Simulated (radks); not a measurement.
Results of a calculation; reference values are marked as such.
Problem. The ruthenium ion Ru13+ is in [Ar] 3d10 4s2 4p1. Code: a radial shooting solver on a logarithmic mesh with Libxc functionals. Model: scalar-relativistic Kohn-Sham, BLYP, spin-polarised, spherical densities, finite nucleus; Fermi nuclear charge, rms radius of each element as measured or else 0.836 A^(1/3) + 0.57 fm. Open shells are filled with parallel spins first. One electron is removed from 4s, 3p, 4p, 3d in turn, with full relaxation. Which removal costs least, and what does each cost?

Solution. 4p 293.85 eV; 4s 326.83 eV; 3d 574.58 eV; 3p 746.41 eV. The 4p electron leaves first.
